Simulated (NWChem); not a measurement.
Molecule: MoOCl₂F₂; SMILES [O]=[Mo]([F])([F])([Cl])[Cl]

Not confirmed as a minimum by frequencies. def2 effective core potentials on Mo; no spin-orbit coupling.

Q: Give the equilibrium geometry at PBE0/def2-SVP with def2 effective core potentials on Mo (NWChem) as a Z-matrix, with the point group.

A: point group Cs; any orientation.
```
Mo
O 1 1.6346
F 1 1.8414 2 105.61
F 1 1.8414 2 105.61 3 87.66
Cl 1 2.2782 2 103.64 3 -89.84
Cl 1 2.2782 2 103.64 3 177.50
```
